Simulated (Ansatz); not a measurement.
The cluster Cs₄H₅⁻, relaxed as a singlet with RKS r2SCAN-D4/def2-TZVPD in Ansatz, starting from the GFN1-xTB geometry. Force threshold 0.02 eV/Å.

In the def2 sets Cs takes a core potential; there is no spin–orbit coupling. Another isomer (singlet) lies 0.20 eV lower at PBE0-D4/def2-TZVPD; other spin states weren't run for this one.

Start:

```xyz
9

Cs    0.184    1.529   -1.590
Cs   -1.495   -2.155   -2.249
Cs    2.082    2.082    2.502
Cs   -0.964   -0.928    1.647
H    -2.213    0.337   -0.589
H     0.519    0.216    3.561
H    -0.591   -3.208    0.173
H     2.010    2.666   -0.064
H     0.467   -0.540   -3.390
```

| step | energy (eV) | largest force component (eV/Å) | SCF passes |
| --- | --- | --- | --- |
| 1 | -2274.0073 | 0.480 | 17 |
| 2 | -2274.2705 | 0.193 | 22 |
| 3 | -2274.3452 | 0.142 | 17 |
| 4 | -2274.4052 | 0.047 | 17 |
| 5 | -2274.4132 | 0.078 | 17 |
| 6 | -2274.4212 | 0.018 | 17 |
| 7 | -2274.4233 | 0.009 | 18 |
| 8 | -2274.4255 | 0.012 | 17 |
| 9 | -2274.4260 | 0.008 | 18 |

Force components are those of the run's own axes.

End:

```xyz
9

Cs    0.179    1.836   -1.985
Cs   -1.320   -2.197   -2.230
Cs    2.303    2.178    2.602
Cs   -1.330   -1.269    1.986
H    -1.800    0.201   -0.528
H     0.574    0.275    3.675
H    -1.052   -3.656    0.309
H     2.022    3.080   -0.017
H     0.424   -0.446   -3.811
```

By distances, no bond broke or formed. The bond that changes most is Cs1–H8, from 2.64 to 2.97 Å (atoms count from 1).

The force fell under the threshold at step 6, but the optimiser went on and released 0.005 eV more. No frequencies were taken in this run, so the end may be a saddle point.

Hardware: 4 threads of Arm Neoverse V2 on a shared host. Wall time 40 s.
